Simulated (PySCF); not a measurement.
## I⁺: excitation energy

I⁺ [Kr] 4d10 5s2 5p4 (3P) → I⁺ [Kr] 4d10 5s1 5p5 (3P), as a difference of total energies. Computed with PySCF 2.14 in aug-cc-pVQZ-DK3, with the spin-free X2C one-electron Hamiltonian (Gaussian nucleus). Correlated levels: valence: [Kr] 4d10 frozen. The calculations carry no spin-orbit coupling.

| method | excitation energy (eV) | error (eV) |
| --- | --- | --- |
| UHF | 12.022 | +2.036 |
| LDA | 10.979 | +0.993 |
| PBE | 10.897 | +0.911 |
| PBE0 | 11.202 | +1.216 |
| r2SCAN | 11.019 | +1.033 |
| wB97X | 11.404 | +1.418 |
| MN15 | 11.110 | +1.124 |
| M06-2X | 11.086 | +1.100 |
| MP2 (valence) | 11.074 | +1.088 |
| SCS-MP2 (valence) | 10.947 | +0.961 |

Reference: 9.986 eV (measured; NIST levels, between the centres of gravity of the two terms).

Errors of the correlated levels include the incompleteness of this basis and the frozen core.
